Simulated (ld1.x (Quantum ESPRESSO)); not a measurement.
## La (Z = 57): one change to a TM potential, before and after

- Element: La
- Generator: ld1.x (Quantum ESPRESSO) 7.5
- Type: norm-conserving Troullier–Martins (Kleinman–Bylander form)
- Functional: LDA (PZ)
- Relativity: scalar-relativistic
- Frozen core: [Xe]
- Valence charge: 3
- Reference configuration: 4f0 5d1 6s2 6p0
- Partial waves: 6s (bound): rc 3.05 bohr; 6p (bound, empty): rc 4.10 bohr; 5d (bound): rc 2.45 bohr; 4f (bound, empty): rc 1.85 bohr
- Local potential: all-electron potential smoothed inside 1.95 bohr (lloc = -1)
- Core correction: Bessel-smoothed model core, default radius (core density twice the valence density)

Change: wave 6s (bound): rc 3.05 bohr becomes 6s (bound): rc 3.88 bohr.

Cutoffs: the cutoffs (Ry, on a coarse ladder) from which the occupation-weighted sum of valence levels, in a spherical-Bessel basis at the reference potential, stays within 10 and 1 mRy of its value at 400 Ry; they do not see the model core or the augmentation charge, which bear on the density cutoff. Errors are all-electron minus pseudo energies relative to the spin-unpolarised reference configuration.

Task: How do hardness, ghosts and transferability respond?

Result: The potential gets softer (10 Ry and 15 Ry → 10 Ry and 12 Ry); both files keep a bound ghost (p, s); of the 8 tests that both files solve, the error grows in 3 and shrinks in 2 by more than 15 % and 0.3 meV (median size 12.2 → 11.2 meV). A larger radius leaves more room for a smooth pseudo-wave, so fewer plane waves are needed.

```csv
quantity,base,changed
"cutoff, loose",10 Ry,10 Ry
"cutoff, tight",15 Ry,12 Ry
bound ghosts,"s, p","s, p"
"tests counted (converged, no solver errors)",8 of 9,8 of 9
"error for 4f0 5d1 6s1 6p0, meV [ΔE 6.16 eV]",+0.3,-0.6
"error for 4f0 5d1 6s0 6p0, meV [ΔE 17.32 eV]",-48,-43
"error for 4f0 5d1 6s1.5 6p0, meV [ΔE 2.48 eV]",+0.4,+0.1
"error for 4f1 5d1 6s0 6p0, meV [ΔE 7.08 eV]",-858,-1001
"error for 4f0 5d2 6s0 6p0, meV [ΔE 6.31 eV]",-52,-78
"error for 4f0 5d1 6s0 6p2, meV [ΔE 5.05 eV]",-21,-15
"error for 4f0 5d1 6s2 6p0 (spin-polarised), meV [ΔE -0.10 eV]",+1.7,+1.7
"error for 4f0 5d1 6s1 6p0 (spin-polarised), meV [ΔE 5.74 eV]",+3.2,+7.2
s: phases at 4.43 bohr within 0.05 rad from the reference energy up to (Ry; the scan ends near 5),0.2,0.3
p: phases at 4.43 bohr within 0.05 rad from the reference energy up to (Ry; the scan ends near 5),0.5,0.5
d: phases at 4.43 bohr within 0.05 rad from the reference energy up to (Ry; the scan ends near 5),0.8,0.8
f: phases at 4.43 bohr within 0.05 rad from the reference energy up to (Ry; the scan ends near 5),2.1,2.1
```

Base: The cutoffs count occupied waves only; the empty 4f level needs 100 Ry at the loose tolerance. Tests not counted: 4f1 5d0 6s2 6p0 (solver errors, printed error +328 meV). These tests converged, but a pseudo level misses the all-electron one widely, so the file describes the atom poorly there or has found another state: 4f1 5d1 6s0 6p0: 4f by 1.0 eV. Changed file: The cutoffs count occupied waves only; the empty 4f level needs 100 Ry at the loose tolerance. Tests not counted: 4f1 5d0 6s2 6p0 (solver errors, printed error +382 meV). These tests converged, but a pseudo level misses the all-electron one widely, so the file describes the atom poorly there or has found another state: 4f1 5d1 6s0 6p0: 4f by 1.1 eV. A true bound ghost makes a file unfit for plane-wave use even where its test errors are small: the radial tests pick states by their node count and pass the ghost by.
